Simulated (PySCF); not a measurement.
Task: What does the PBE0-D3(BJ)/def2-SVP structure of MoO(OH)3 (`[O]=[Mo]([OH])([OH])[OH]`) [radical] look like in three dimensions? (Doublet state.)

Result: 
```
atom  x, y, z in Å
Mo1    0.2895    0.0085    0.3755
O2     0.3463   -0.0774    2.0379
O3     1.8000    0.4778   -0.6400
H4     2.6875    0.6820   -0.3241
O5    -1.1510    1.1309   -0.0968
H6    -2.0308    0.7658   -0.2638
O7    -0.4940   -1.5566   -0.3266
H8    -1.3093   -1.5167   -0.8458
```

Any rigid rotation of these coordinates is as good. Atoms count from 1 in this order. The 4 Mo–O bonds span 1.666 Å (Mo1–O2) to 1.886 Å (Mo1–O5), a spread of 0.220 Å. O3 (oxygen bonded to Mo and H) is bent (angle 128.0°). Of the pairs four or more bonds apart, H6···H8 is among the closest relative to their van der Waals radii: 2.46 Å, 103 % of the sum of Bondi's values. Mo1 (molybdenum bonded to 4 O) has angles from 94.8° to 121.6°.

Bonds between heavy atoms (Å): Mo1–O2 1.666, Mo1–O3 1.880, Mo1–O5 1.886, Mo1–O7 1.886.

Level of theory: PBE0-D3(BJ)/def2-SVP geometry optimisation, gas phase, def2 core potentials past Kr in PySCF.

Point group: near Cs, missed by 0.33 Å at most; the miss may be what the optimiser left on a soft mode. Stationary, but not proved a minimum. ⟨S²⟩ = 0.754 (exact for a doublet: 0.75). Torsions: O2–Mo1–O3–H 1°, O2–Mo1–O5–H -92°, O2–Mo1–O7–H 119°.

On an Arm Neoverse V1 with one thread, no GPU, shared host, this took 3.6 min wall and 0.43 GiB of memory at its peak. These figures are those of the optimisation.
